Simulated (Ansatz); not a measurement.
Pd₃H₃⁺, relaxed as a singlet with RKS PBE-D4/def2-TZVP in Ansatz, starting from the GFN1-xTB geometry. Force threshold 0.02 eV/Å.

In the def2 sets Pd takes a core potential; there is no spin–orbit coupling. The relaxation made no stability test and no search for a lower SCF solution. No other spin state of charge 1 was run. The structure comes from a short search, and lower isomers may exist.

Start:

Cartesian coordinates in Å:
```
Pd 1.353 0.606 0.177
Pd -0.448 -1.396 -0.560
Pd -1.156 1.092 -1.065
H 0.314 -0.634 0.803
H 0.174 1.573 -0.362
H -0.236 -1.241 1.007
```

```json
{"step": "1", "energy (eV)": "-10485.4603", "largest force component (eV/Å)": "1.528", "SCF passes": "48"}
{"step": "2", "energy (eV)": "-10485.6312", "largest force component (eV/Å)": "0.748", "SCF passes": "25"}
{"step": "3", "energy (eV)": "-10485.7358", "largest force component (eV/Å)": "0.792", "SCF passes": "31"}
{"step": "4", "energy (eV)": "-10485.8198", "largest force component (eV/Å)": "0.706", "SCF passes": "32"}
{"step": "5", "energy (eV)": "-10485.9552", "largest force component (eV/Å)": "0.432", "SCF passes": "32"}
{"step": "6", "energy (eV)": "-10486.0705", "largest force component (eV/Å)": "0.801", "SCF passes": "32"}
{"step": "7", "energy (eV)": "-10486.2416", "largest force component (eV/Å)": "0.655", "SCF passes": "32"}
{"step": "8", "energy (eV)": "-10486.4452", "largest force component (eV/Å)": "0.682", "SCF passes": "32"}
{"step": "9", "energy (eV)": "-10486.6092", "largest force component (eV/Å)": "0.218", "SCF passes": "29"}
{"step": "10", "energy (eV)": "-10486.6382", "largest force component (eV/Å)": "0.020", "SCF passes": "30"}
{"step": "11", "energy (eV)": "-10486.6386", "largest force component (eV/Å)": "0.005", "SCF passes": "24"}
```

Force components are those of the run's own axes.

End:

```xyz
6

Pd    1.476    0.630   -0.254
Pd   -0.076   -1.615   -0.157
Pd   -1.209    0.801   -0.732
H     0.990   -0.655    0.672
H     0.052    1.351    0.192
H    -1.233   -0.512    0.279
```

Bonds formed: Pd3–H6 (atoms count from 1). The end is the same structure that another start reached, the lowest one found.

No frequencies were taken in this run, so the end may be a saddle point.

Hardware: 4 threads of Arm Neoverse V2 on a shared host. Wall time 16 s.
